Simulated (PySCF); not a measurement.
## Unknown compound

Molecular formula: C4H3F5O. Simulated spectra:

1H NMR (500 MHz, computed): δ 4.53 (m, 1H), 1.53 (m, 1H), 1.52 (m, 1H).

13C{1H} NMR (computed): δ 128.3 (C, qd, J = 339.0, 1.9 Hz), 97.1 (C, ddq, J = 353.1, 5.3, 2.0 Hz), 72.4 (CH, dd, J = 312.4, 15.7 Hz), 19.8 (CH2, dd, J = 10.9, 9.2 Hz).

PySCF 2.14 calculation with J: B3LYP/pcJ-1 (spin–dipole term only in couplings to heteroatoms), geometry: PBE0-D3(BJ)/def2-SVP and PBE0/pcSseg-1 with gauge-including orbitals; no relativistic terms, single conformer, isolated molecule, equivalent nuclei averaged.

Chemical shifts δ = σref − σ; 1H, 13C vs TMS, all at this level.

Task: Propose a structure and justify it.

Result: 
Rings plus π bonds: 1 (1 ring in the answer). 4 carbon signals for 4 carbons: no two carbons are equivalent. Carbon types of the structure: 2 × C, 1 × CH, 1 × CH2, which accounts for all hydrogens. δC 128.3: CF3 carbon; 4 electronegative neighbours deshield it. δC 97.1, 72.4, 19.8: three-membered-ring carbon. δH 4.53, 1.53, 1.52: hydrogen on a three-membered-ring carbon.

The compound is `InChI=1S/C4H3F5O/c5-2-1-3(2,6)10-4(7,8)9/h2H,1H2/t2-,3+/m1/s1`.

The data come from this structure; uniqueness wasn't tested.

C–F couplings over four or more bonds (about 3 Hz to the para carbon of a fluoroarene) are left out. Common functionals overestimate the size of one-bond C–F couplings by tens of Hz; these are unscaled. Multiplet labels drop couplings under 1 Hz and merge nearly equal ones. Unscaled 3J(H,H) at this level run about 10 % above measured values. Shifts are as computed. Against solution values, carbons near 30 ppm lie about +2 ppm off and those near 130 ppm about +5 ppm. Of 1211 compounds with measured shifts, 218 miss one by over three times the rms of a fit or turn the order of signals round; such compounds aren't used in these exercises.
